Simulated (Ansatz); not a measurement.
# Interaction energy ladder

The pair of Li⁺ (SMILES [Li+], atom 1) and Br₂ (SMILES BrBr, atoms 2–3), both closed shells, in one local arrangement (a lower one may exist), relaxed at PBE0-D4/def2-TZVP:

Li1  (-0.114, -0.142, -1.514)
Br2  (-0.657, -0.818, 0.895)
Br3  (0.772, 0.961, 0.618)
(Å)

Program: Ansatz 0.2.0. Basis: def2-TZVPPD, with def2-QZVPPD for the basis limit. Cores are frozen in the correlated methods. Filled d shells of the heavier atoms are correlated. The outer core shell of Li, Na, Mg and K is correlated. The def2 sets are not built for correlating such inner shells, so the correlated values are less sure here. B3LYP uses VWN-RPA correlation. Extrapolation: Hartree–Fock as exp(−7.88 √X), correlation as X^−2.97. Interaction energies count from these two fragments, frozen as in the pair, with the counterpoise correction; negative means bound.

Question: What is the interaction energy by CCSD(T) at an estimated basis limit (MP2 extrapolated from triple and quadruple zeta, plus CCSD(T) − MP2 in triple zeta)? (Judge from chemistry; the value comes from the calculation.)

Answer: By the calculation: -17.67 kcal/mol. Hartree–Fock alone gives -15.69 kcal/mol at the basis limit. It counts from the two fragments frozen as in the pair.

The same quantity by other methods in triple zeta, and each one's difference from that estimate:
```json
{"method": "PBE-D4", "E_int (kcal/mol)": "-19.17", "difference": "-1.50"}
{"method": "revPBE-D4", "E_int (kcal/mol)": "-18.69", "difference": "-1.01"}
{"method": "BLYP-D4", "E_int (kcal/mol)": "-18.80", "difference": "-1.13"}
{"method": "r2SCAN-D4", "E_int (kcal/mol)": "-16.62", "difference": "1.06"}
{"method": "B97M-V", "E_int (kcal/mol)": "-16.88", "difference": "0.79"}
{"method": "PBE0-D4", "E_int (kcal/mol)": "-18.51", "difference": "-0.84"}
{"method": "B3LYP-D4", "E_int (kcal/mol)": "-18.48", "difference": "-0.81"}
{"method": "HSE06-D4", "E_int (kcal/mol)": "-18.51", "difference": "-0.84"}
{"method": "wB97X-V", "E_int (kcal/mol)": "-17.29", "difference": "0.38"}
{"method": "wB97M-V", "E_int (kcal/mol)": "-17.61", "difference": "0.07"}
{"method": "B2PLYP", "E_int (kcal/mol)": "-17.33", "difference": "0.34"}
{"method": "HF", "E_int (kcal/mol)": "-14.67", "difference": "3.01"}
{"method": "MP2", "E_int (kcal/mol)": "-15.85", "difference": "1.82"}
{"method": "CCSD", "E_int (kcal/mol)": "-15.57", "difference": "2.11"}
{"method": "CCSD(T)", "E_int (kcal/mol)": "-15.70", "difference": "1.97"}
```
Differences are method less estimate.

Basis-set superposition shift (counterpoise-corrected less uncorrected): CCSD(T) 0.97; MP2 0.93; HF 0.12; PBE0-D4 0.13; wB97M-V 0.12 kcal/mol.

T1 diagnostic: at most 0.007.

For scale, one of the runs: CCSD(T)/def2-TZVPPD, 136 basis functions, launched by `ansatz run in.yaml --threads 2 --pin off --events-out ev --progress --plain --max-ram 5222MiB`. The run took about 9.5 s on 2 CPU threads of an Arm Neoverse V2 (shared host).
